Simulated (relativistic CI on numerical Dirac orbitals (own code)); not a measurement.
Calculated at this level of theory: Dirac-Coulomb-Breit CI, orbitals from a KLI potential per configuration, a model potential for QED, unscaled Slater integrals (own radial code, finite nucleus).

Configurations in the expansion (outside the closed core 1s2): 2s²2p⁴, 2s2p⁵, 2p⁶, 2s²2p³3s, 2p⁵3s, 2p⁵3p, 2s²2p³3p, 2p⁵3d, 2s²2p³3d, 2s2p⁴3s, 2s2p⁴3p, 2s2p⁴3d, 2s²2p³4s, 2s²2p³4p, 2s²2p³4d, 2s²2p³4f, 2s²2p²3s², 2s²2p²3s3p, 2s2p⁴4s, 2s²2p³5s, 2s²2p²3s3d, 2s²2p³5p, 2s²2p²3p², 2s²2p³5d, 2s2p⁴4p, 2s²2p³5f, 2s²2p³5g, 2s2p⁴4d, 2s²2p²3p3d, 2s2p⁴4f, 2s2p³3s², 2s²2p²3d², 2s2p³3s3p, 2s2p³3s3d, 2s2p³3p², 2s2p³3p3d. Levels of other configurations are missing.

At this charge energies of transitions that change n are usually good to better than 1 %, and those within a shell (Δn = 0) to a few per cent.

Outline of the computed level scheme of Pb LXXV. Lowest level of each configuration: 2s²2p⁴ ³P2 at 0.0 eV; 2s2p⁵ ³P°2 at 2745.3 eV; 2p⁶ ¹S0 at 5632.7 eV; 2s²2p³3s ³P°2 at 10625.0 eV; 2s²2p³3p ³P1 at 10769.8 eV; 2s²2p³3d ³D°2 at 11555.8 eV; 2s2p⁴3s ⁵P3 at 13286.4 eV; 2s2p⁴3p ⁵P°2 at 13440.0 eV.

Some strong electric-dipole decays among the lowest 45 levels: 2s²2p³3d ³D°3 → 2s²2p⁴ ³P2 (3.6e+15 s⁻¹); 2s²2p³3d ³D°1 → 2s²2p⁴ ¹S0 (2.2e+15 s⁻¹); 2s²2p³3d ³D°2 → 2s²2p⁴ ³P2 (1.6e+15 s⁻¹); 2s2p⁴3p ³D°3 → 2s²2p⁴ ³P2 (8.0e+14 s⁻¹); 2s²2p³3d ³D°1 → 2s²2p⁴ ³P2 (4.1e+14 s⁻¹); 2s2p⁴3s ³P2 → 2s2p⁵ ³P°2 (3.5e+14 s⁻¹); 2s²2p³3s ¹D°2 → 2s²2p⁴ ¹D2 (3.5e+14 s⁻¹); 2s²2p³3s ³S°1 → 2s²2p⁴ ³P1 (3.3e+14 s⁻¹).

LS names give the leading component of a level, which can be under half, so a name can repeat, a term be missing and a line seem to break the LS rules.
